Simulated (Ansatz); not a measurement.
Process, species as SMILES: C[SiH2]O[SiH2-] -> [CH2-][SiH2]O[SiH3]
Each molecule is optimised on its own at B3LYP-D3(BJ)/def2-TZVP (Ansatz, a program for electronic structure), one conformer each, not searched for the lowest.

Quantity: isomerisation energy (electronic energy difference), in kJ/mol. Correlated levels leave the core frozen unless marked. Spin-orbit coupling is left out. No relativistic terms. Anions need diffuse functions: aug- sets have them; def2-D sets add few. Basis-set limits of correlation are two-point, X^-3; Hartree-Fock from the larger set.

| level | program | isomerisation energy (kJ/mol) |
|---|---|---|
| PBE-D3(BJ)/def2-TZVPD | Ansatz + dftd3 | (withheld) |
| r2SCANh-D4/def2-TZVPD | Ansatz + dftd4 | 24.7 |
| CCSD(T)/CBS(aug-cc-pV(T+d)Z,aug-cc-pV(Q+d)Z) | Ansatz | (withheld) |

### Question
Fill in the missing entries.

### Answer

- PBE-D3(BJ)/def2-TZVPD, isomerisation energy (kJ/mol): 30.7
- CCSD(T)/CBS(aug-cc-pV(T+d)Z,aug-cc-pV(Q+d)Z), isomerisation energy (kJ/mol): 23.2
